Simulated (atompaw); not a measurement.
# Tm PAW (atompaw): all-electron and pseudo phase curves

* Element: Tm
* Generator: atompaw 4.2.0.5
* Type: PAW
* Functional: PBEsol
* Relativity: scalar-relativistic
* Frozen core: [Kr]
* Valence charge: 33
* Reference configuration: 4d10 4f13 5s2 5p6 5d0 6s2 6p0
* Partial waves: 5s (bound): rc 2.05 bohr; 6s (bound): rc 2.05 bohr; 5p (bound): rc 2.45 bohr; 6p (bound, empty): rc 2.90 bohr; 4d (bound): rc 0.90 bohr; 5d (bound, empty): rc 2.90 bohr; 4f (bound): rc 1.30 bohr; 4f channel at 0.55 Ry: rc 1.30 bohr
* Local potential: ultrasoft scheme with l = 4 at -0.5 Ry, radius 2.00 bohr
* Core correction: smooth core density matched at 2.10 bohr
* Augmentation charge: gaussian compensation charge, radius 2.20 bohr; PAW radius 2.90 bohr; waves and projectors: custom rrkj gramschmidtortho

The phase is arctan(r·u′/u) with u = r·R(r), unwrapped; energies in Ry, scanned from -15 to 5 Ry. A pole is an energy at which the radial function vanishes at the test radius. The pseudo phase is shifted by a multiple of π to meet the all-electron one at the reference energy, and phase errors are pseudo minus all-electron; the curves can meet again beyond the range given. Levels narrower than the energy grid can be missing from the lists of poles.

```csv
channel,radius (bohr),reference energy (Ry),"poles, all-electron","poles, pseudo",unbroken range about the reference energy with phases within 0.05 rad,phase error 1 Ry above the reference energy (rad)
s,2.91,-0.29,"-3.89, 2.17","-3.89, 2.18",below 4.9,+0.001
p,2.91,-0.08,"-1.87, 3.55","-1.87, 1.49",below 0.4,-0.495
d,2.91,-0.06,0.73,"0.81, 1.75",below 1.2,+0.022
f,2.91,-0.23,"-0.20, 3.60","-0.20, 3.58",the whole range,-0.000
```

Phases in the s channel:

```
E (Ry)  all-electron  pseudo
-15.00         1.480   1.480
-14.52         1.478   1.478
-14.04         1.476   1.476
-13.56         1.474   1.474
-13.08         1.473   1.473
-12.60         1.471   1.471
-12.12         1.468   1.468
-11.64         1.466   1.466
-11.16         1.464   1.464
-10.68         1.461   1.461
-10.20         1.458   1.458
 -9.72         1.455   1.455
 -9.24         1.452   1.452
 -8.76         1.448   1.448
 -8.28         1.444   1.444
 -7.80         1.440   1.440
 -7.32         1.435   1.435
 -6.84         1.430   1.430
 -6.36         1.423   1.423
 -5.88         1.416   1.416
 -5.40         1.407   1.407
 -4.92         1.394   1.395
 -4.44         1.374   1.374
 -3.96         0.555   0.555
 -3.48        -1.755  -1.755
 -3.00        -1.785  -1.785
 -2.52        -1.815  -1.815
 -2.04        -1.855  -1.855
 -1.56        -1.915  -1.915
 -1.08        -2.022  -2.021
 -0.60        -2.265  -2.265
 -0.12        -3.034  -3.034
  0.36        -4.088  -4.088
  0.84        -4.449  -4.449
  1.32        -4.592  -4.591
  1.80        -4.670  -4.669
  2.28        -4.724  -4.723
  2.76        -4.768  -4.766
  3.24        -4.811  -4.808
  3.72        -4.860  -4.854
  4.20        -4.925  -4.913
  4.68        -5.035  -5.007
```
